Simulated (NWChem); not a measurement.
System: CHF2NOSi; SMILES O=C=N[SiH](F)F

The following NWChem deck was run.

```
start job
memory heap 200 mb stack 900 mb global 1100 mb
geometry units angstroms noautoz
  Si    -0.000112     0.895821     0.382210
  F     -1.292258     1.523965    -0.332277
  F      1.290967     1.524575    -0.333681
  N      0.000108    -0.778534     0.135684
  C      0.000551    -1.961619    -0.067089
  O      0.000900    -3.108840    -0.254516
  H      0.000642     1.247016     1.808148
end
basis spherical
  Si library def2-svp
  F library def2-svp
  N library def2-svp
  C library def2-svp
  O library def2-svp
  H library def2-svp
end
dft
  xc b3lyp
  grid coarse
  iterations 150
  mulliken
end
task dft gradient
```

Excerpt of the output:

```
             Northwest Computational Chemistry Package (NWChem) 7.3.0
             --------------------------------------------------------

 CS  symmetry detected

                             Geometry "geometry" -> ""
                             -------------------------

 Output coordinates in angstroms (scale by  1.889725989 to convert to a.u.)

  No.       Tag          Charge          X              Y              Z
 ---- ---------------- ---------- -------------- -------------- --------------
    1 Si                  14.0000     0.37242170     0.91839272     0.00000000
    2 F                    9.0000    -0.35349530     1.53441888    -1.29161272
    3 F                    9.0000    -0.35349530     1.53441888     1.29161272
    4 N                    7.0000     0.15479743    -0.75996344     0.00000000
    5 C                    6.0000    -0.02754944    -1.94636843     0.00000000
    6 O                    8.0000    -0.19517093    -3.09665016     0.00000000
    7 H                    1.0000     1.79209359     1.29411789     0.00000000

 Effective nuclear repulsion energy (a.u.)     281.2489906922

      Symmetry information
      --------------------

 Group name             Cs
 Group number              2
 Group order               2
 No. of unique centers     6

                                 NWChem DFT Module
                                 -----------------

 Summary of "ao basis" -> "ao basis" (spherical)
 ------------------------------------------------------------------------------
       Tag                 Description            Shells   Functions and Types
 ---------------- ------------------------------  ------  ---------------------
 Si                         def2-svp                 8       18   4s3p1d
 F                          def2-svp                 6       14   3s2p1d
 N                          def2-svp                 6       14   3s2p1d
 C                          def2-svp                 6       14   3s2p1d
 O                          def2-svp                 6       14   3s2p1d
 H                          def2-svp                 3        5   2s1p

      Symmetry analysis of basis
      --------------------------

        a'         61
        a"         32

            General Information
            -------------------
          SCF calculation type: DFT
          Wavefunction type:  closed shell.
          No. of atoms     :     7
          No. of electrons :    54
           Alpha electrons :    27
            Beta electrons :    27
          Charge           :     0
          Spin multiplicity:     1
          Use of symmetry is: on ; symmetry adaption is: on
          Maximum number of iterations: 150
          AO basis - number of functions:    93
                     number of shells:    41
          Convergence on energy requested:  1.00D-06
          Convergence on density requested:  1.00D-05
          Convergence on gradient requested:  5.00D-04

              XC Information
              --------------
                         B3LYP Method XC Potential
                     Hartree-Fock (Exact) Exchange  0.200
                        Slater Exchange Functional  0.800 local
                    Becke 1988 Exchange Functional  0.720 non-local
              Lee-Yang-Parr Correlation Functional  0.810
                  VWN I RPA Correlation Functional  0.190 local

             Grid Information
             ----------------
          Grid used for XC integration:  coarse
          Radial quadrature: Mura-Knowles
          Angular quadrature: Lebedev.
          Tag              B.-S. Rad. Rad. Pts. Rad. Cut. Ang. Pts.
          ---              ---------- --------- --------- ---------
          Si                  1.10       70           8.0       302
          F                   0.50       35          11.0       302
          N                   0.65       35           8.0       302
          C                   0.70       35          10.0       302
          O                   0.60       35          12.0       302
          H                   0.35       35          10.0       302
          Grid pruning is: on
          Number of quadrature shells:   245
          Spatial weights used:  Erf1

      Superposition of Atomic Density Guess
      -------------------------------------

 Sum of atomic energies:        -654.38299207

      Non-variational initial energy
      ------------------------------

 Total energy =    -656.370912
 1-e energy   =   -1465.728601
 2-e energy   =     528.108698
 HOMO         =      -0.395537
 LUMO         =       0.071653

      Symmetry analysis of molecular orbitals - initial
      -------------------------------------------------

  Numbering of irreducible representations:

     1 a'          2 a"

  Orbital symmetries:

     1 a'          2 a'          3 a"          4 a'          5 a'
     6 a'          7 a'          8 a'          9 a"         10 a'
    11 a'         12 a'         13 a"         14 a'         15 a'
    16 a'         17 a"         18 a'         19 a'         20 a"
    21 a"         22 a'         23 a'         24 a"         25 a'
    26 a"         27 a'         28 a"         29 a'         30 a'
    31 a'         32 a"         33 a'         34 a'         35 a'
    36 a'         37 a'

     ---------------------------------------------
      Total Density - Mulliken Population Analysis
     ---------------------------------------------

    Atom       Charge   Shell Charges
 -----------   ------   -------------------------------------------------------
    1 Si  14    12.46   2.00  1.99  0.80  0.14  5.93  0.82  0.44  0.33
    2 F    9     9.56   1.99  1.14  0.78  3.51  2.13  0.00
    3 F    9     9.56   1.99  1.14  0.78  3.51  2.13  0.00
    4 N    7     7.60   1.99  1.03  0.43  2.57  1.56  0.01
    5 C    6     5.18   1.99  0.89  0.17  1.50  0.53  0.11
    6 O    8     8.54   1.99  1.13  0.64  2.98  1.79  0.02
    7 H    1     1.09   0.69  0.39  0.01

   convergence    iter        energy       DeltaE   RMS-Dens  Diis-err
 ---------------- ----- ----------------- --------- --------- ---------
 d= 0,ls=0.0,diis     1   -657.5164821906 -9.39D+02  1.88D-02  1.36D+00
 d= 0,ls=0.0,diis     2   -657.3276681868  1.89D-01  1.09D-02  3.79D+00
 d= 0,ls=0.0,diis     3   -657.6518553047 -3.24D-01  3.60D-03  2.07D-01
 d= 0,ls=0.0,diis     4   -657.6647539455 -1.29D-02  1.58D-03  7.45D-02
 d= 0,ls=0.0,diis     5   -657.6724735790 -7.72D-03  2.83D-04  1.26D-03
  Resetting Diis
 d= 0,ls=0.0,diis     6   -657.6725987408 -1.25D-04  6.89D-05  1.67D-04
 d= 0,ls=0.0,diis     7   -657.6726134141 -1.47D-05  3.20D-05  5.09D-06
 d= 0,ls=0.0,diis     8   -657.6726124323  9.82D-07  2.03D-05  1.62D-05
 d= 0,ls=0.0,diis     9   -657.6726138636 -1.43D-06  4.31D-06  4.55D-07
 d= 0,ls=0.0,diis    10   -657.6726139046 -4.11D-08  1.32D-06  4.14D-08

         Total DFT energy =     -657.672613904640
      One electron energy =    -1467.766832122460
           Coulomb energy =      592.108637002848
    Exchange-Corr. energy =      -63.263409477209
 Nuclear repulsion energy =      281.248990692180

 Numeric. integr. density =       53.999968247914

                  Occupations of the irreducible representations
                  ----------------------------------------------

                     irrep           alpha         beta
                     --------     --------     --------
                     a'               19.0         19.0
                     a"                8.0          8.0

                       DFT Final Molecular Orbital Analysis
                       ------------------------------------

 Vector   25  Occ=2.000000D+00  E=-3.976807D-01  Symmetry=a'
              MO Center=  7.1D-01,  1.1D+00, -2.1D-14, r^2= 2.8D+00
   Bfn.  Coefficient  Atom+Function         Bfn.  Coefficient  Atom+Function
  ----- ------------  ---------------      ----- ------------  ---------------
    89      0.353254  7 H  s                 22      0.292029  2 F  px
    36      0.292029  3 F  px                90      0.246547  7 H  s
    25     -0.198688  2 F  px                39     -0.198688  3 F  px
     8      0.196822  1 Si px                 3      0.157866  1 Si s
    49     -0.135987  4 N  s                 51      0.111195  4 N  py

 Vector   26  Occ=2.000000D+00  E=-3.366258D-01  Symmetry=a"
              MO Center=  9.7D-03, -1.5D+00, -1.2D-15, r^2= 2.5D+00
   Bfn.  Coefficient  Atom+Function         Bfn.  Coefficient  Atom+Function
  ----- ------------  ---------------      ----- ------------  ---------------
    52      0.458546  4 N  pz                80      0.408147  6 O  pz
    55     -0.358373  4 N  pz                83      0.291501  6 O  pz
    23     -0.109058  2 F  py                37      0.109058  3 F  py
    26      0.079229  2 F  py                40     -0.079229  3 F  py
    66     -0.067510  5 C  pz                71     -0.056583  5 C  d -1

[...]

                         DFT ENERGY GRADIENTS

    atom               coordinates                        gradient
                 x          y          z           x          y          z
   1 Si      0.703775   1.735511   0.000000   -0.003234  -0.000246   0.000000
   2 F      -0.668009   2.899631  -2.440794    0.001220  -0.001278   0.002401
   3 F      -0.668009   2.899631   2.440794    0.001220  -0.001278  -0.002401
   4 N       0.292525  -1.436123   0.000000   -0.000602  -0.002425   0.000000
   5 C      -0.052061  -3.678103   0.000000   -0.000569  -0.003683   0.000000
   6 O      -0.368820  -5.851820   0.000000    0.001304   0.008719   0.000000
   7 H       3.386566   2.445528   0.000000    0.000660   0.000190   0.000000
```

Level: B3LYP/def2-SVP. The geometry was optimised at PBE0/def2-SVP.
